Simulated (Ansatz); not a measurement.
Ideal-gas functions of C2H4InN (`[CH3][InH][C]#N`) at 500 K and 1 bar, from an Ansatz frequency run at PBE0-D4/def2-TZVP.

Molar mass 156.88 g/mol, point group Cs (symmetry number 1), electronic degeneracy 1, moments of inertia 53.278, 208.79, 258.929 u Å². Harmonic wavenumbers (cm⁻¹, unscaled): 42, 88, 181, 245, 375, 376, 494, 541, 710, 750, 1206, 1446, 1449, 1871, 2297, 3065, 3151, 3175.

Use S(trans) = R[1.5 ln M + 2.5 ln T − 1.1517]; rotational temperatures θ = 24.2544 K / I; S(rot) = R[ln(√π/σ · √(T³/θAθBθC)) + 1.5]; for each mode x = 1.438777 ν̃/T, S = R[x/(eˣ − 1) − ln(1 − e⁻ˣ)] and H = RT x/(eˣ − 1); 1 cm⁻¹ = 0.0119627 kJ/mol; R = 8.31446 J/(mol·K).

Q: By hand: the entropy, in J/(mol·K).

A: Translation 182.7. Rotation: θ = 0.4552, 0.1162, 0.0937 K, giving 116.8. Vibration, mode by mode: 25.89, 19.76, 13.83, 11.39, 8.07, 8.05, 6.06, 5.43, 3.68, 3.36, 1.19, 0.68, 0.67, 0.24, 0.09, 0.01, 0.01, 0.01, in all 108.4. Electronic 0.0. Sum 407.9 J/(mol·K).

Q: By hand: H − E and G − E in kJ/mol, counted from the electronic energy.

A: Zero-point energy ½ × 21462 × 0.0119627 = 128.4; thermal vibration 25.4; translation, rotation and pV give 4 RT = 16.6. H − E = 170.4 kJ/mol, and G − E = 170.4 − 500 × 407.9/1000 = -33.5 kJ/mol.

Vibration gives 27 % of the entropy, 45.6 J/(mol·K) of it from the modes under 150 cm⁻¹: soft modes count most, and the harmonic formula is weakest for them.
